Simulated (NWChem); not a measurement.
System: Si2H3Br, singlet; SMILES [SiH3][Si]Br

All runs: NWChem. Low-valent species are run as closed-shell singlets; no triplet was tried in these runs. The geometry was optimised at PBE0/def2-SVP. Ions are spin-unrestricted doublets at the neutral geometry; other ion states weren't tried.

Problem. Estimate the computed values for PBE/def2-SVP. Quantities: vertical ionisation energy, ΔSCF (eV); −ε(HOMO) (eV).

Solution. The vertical ionisation energy, ΔSCF (eV) is 8.30 and the −ε(HOMO) (eV) is 5.48.
